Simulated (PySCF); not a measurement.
Two-component Hartree-Fock for Rh⁺ (rhodium, charge +1)

Start: [Kr] 4d7 5p1; 4d3/2 filled at m_j = +1/2, +3/2; 4d5/2 filled at m_j = -3/2, -1/2, +1/2, +3/2, +5/2; 5p3/2 filled at m_j = +3/2. Calculated with PySCF 2.14 in x2c-SVPall-2c with one added diffuse shell each of s, p, d type (7s9p7d1f, 76 functions): generalised Hartree-Fock with the X2C-1e Hamiltonian and a Gaussian nucleus; one run each with spin-orbit coupling (SO) switched off, then screened by Boettger's factors. This is a chosen level, not necessarily the ground level.

| spinor shell | electrons | ε, spin-free (eV) | ε, screened SO (eV) | weight of nominal j (screened SO) | rms radius, screened SO (bohr) |
| --- | --- | --- | --- | --- | --- |
| 1s1/2 | 2 | -23351.8 | -23350.4 | 1.000 | 0.0375 |
| 2s1/2 | 2 | -3477.7 | -3477.3 | 1.000 | 0.154 |
| 2p1/2 | 2 | -3112.2 | -3212.5 | 1.000 | 0.134 |
| 3s1/2 | 2 | -667.55 | -667.43 | 1.000 | 0.415 |
| 3p1/2 | 2 | -544.06 | -561.94 | 1.000 | 0.411 |
| 3p3/2 | 4 | -544.06 | -535.67 | 1.000 | 0.422 |
| 3d3/2 | 4 | -346.71 | -349.94 | 0.992 | 0.401 |
| 3d5/2 | 6 | -346.71 | -344.43 | 0.995 | 0.405 |
| 4s1/2 | 2 | -114.42 | -114.40 | 1.000 | 1.05 |
| 4p1/2 | 2 | -76.793 | -81.827 | 0.831 | 1.15 |
| 4p3/2 | 4 | -76.793 | -74.377 | 0.916 | 1.16 |
| 4d5/2 | 5 | -25.122 | -25.935 | 0.540 | 1.58 |
| 4d3/2 | 2 | -25.122 | -23.273 | 0.632 | 1.59 |
| 5p3/2 | 1 | -10.048 | -9.973 | 1.000 | 4.07 |

Question: Where does 2p3/2 lie, and what is the 2p spin-orbit splitting (screened SO)?

Answer: At -3065.5 eV, 146.92 eV above 2p1/2.

```json
{"quantity": "E (hartree)", "spin-free": "-4779.93361", "screened SO": "-4780.65924"}
{"quantity": "M_J", "spin-free": "6", "screened SO": "6"}
{"quantity": "⟨J²⟩", "spin-free": "42.007", "screened SO": "42.008"}
{"quantity": "⟨L²⟩", "spin-free": "20.006", "screened SO": "20.204"}
{"quantity": "⟨S²⟩", "spin-free": "6.001", "screened SO": "5.937"}
```

Each row is a mean over spinors that exchange with the open shell spreads, by up to 8.939 eV (4p3/2).

Rows whose weight is well below 1 are mixtures of j = l ± 1/2: exchange outweighs spin-orbit coupling there, and the label is only the starting occupation.

Breit and QED terms are absent; they matter most for the inner s and p1/2 levels.

Densities and radii are taken from the X2C orbitals without a picture-change correction, which distorts them close to the nucleus.

Without spin-orbit coupling the j labels of p, d and f shells carry no meaning; the spin-free column gives the mean over the occupied spinors of each nl shell.
